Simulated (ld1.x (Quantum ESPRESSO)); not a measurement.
**Which change was made? (Mo, TM)**

ld1.x (Quantum ESPRESSO) 7.5 input, shortened:

```
&input
   title='Mo', zed=42., rel=1, dft='PZ', iswitch=3,
   config='[Kr] 4d4.5 5s0 5p0'
 /
 &inputp
   pseudotype=2, tm=.true., lloc=1,
   nlcc=.true., new_core_ps=.true., rcore=0.90
 /
3
4S  1  0   2.00   0.00  1.85  1.85  0.0
4D  3  2   4.50   0.00  1.60  1.60  0.0
4P  2  1   6.00   0.00  2.05  2.05  0.0
 &test
   configts(1)='4s2 4p6 4d4.5 5s0 5p0'
 /
```

Cutoffs, loose and tight: the cutoffs (Ry, on a coarse ladder) from which the occupation-weighted sum of valence levels, in a spherical-Bessel basis at the reference potential, stays within 10 and 1 mRy of its value at 400 Ry. They do not see the model core or the augmentation charge, which bear on the density cutoff. Test errors are all-electron minus pseudo excitation energies from the reference, over the configurations 4s2 4p6 4d5 5s1 5p0; 4s2 4p6 4d5 5s0 5p0; 4s2 4p6 4d4 5s0 5p0; 4s2 4p6 4d4 5s2 5p0; 4s2 4p6 4d2 5s0 5p0; 4s2 4p6 4d5 5s0 5p1; 4s2 4p6 4d4 5s1 5p0 (two spin-polarised tests are not counted in the largest error); variants that change the core or the reference have their own tests.

The base gives: outcome: generated; cutoff, loose: 45 Ry; cutoff, tight: 55 Ry; bound ghosts: none; largest test error (meV): +1428.

Problem. After one change the result is: outcome: generated; cutoff, loose: 90 Ry; cutoff, tight: 180 Ry; bound ghosts: none; largest test error (meV): +400. Which change was it?
A. wave 4s (bound): rc 1.85 bohr becomes 4s (bound): rc 1.18 bohr
B. wave 4s (bound): rc 1.85 bohr becomes 4s (bound): rc 2.44 bohr
C. wave 4s (bound): rc 1.85 bohr becomes 4s (bound): rc 1.58 bohr
D. wave 4s (bound): rc 1.85 bohr becomes 4s (bound): rc 2.06 bohr
E. wave 4s (bound): rc 1.85 bohr becomes 4s (bound): rc 1.42 bohr

Solution. A. The others give: wave 4s (bound): rc 1.85 bohr becomes 4s (bound): rc 1.42 bohr → outcome: generated; cutoff, loose: 70 Ry; cutoff, tight: 110 Ry; bound ghosts: none; largest test error (meV): +542 | wave 4s (bound): rc 1.85 bohr becomes 4s (bound): rc 1.58 bohr → outcome: generated; cutoff, loose: 55 Ry; cutoff, tight: 80 Ry; bound ghosts: none; largest test error (meV): +766 | wave 4s (bound): rc 1.85 bohr becomes 4s (bound): rc 2.06 bohr → outcome: generated; cutoff, loose: 45 Ry; cutoff, tight: 55 Ry; bound ghosts: none; largest test error (meV): +2079 | wave 4s (bound): rc 1.85 bohr becomes 4s (bound): rc 2.44 bohr → outcome: generated; cutoff, loose: 45 Ry; cutoff, tight: 55 Ry; bound ghosts: none; largest test error (meV): +3247.
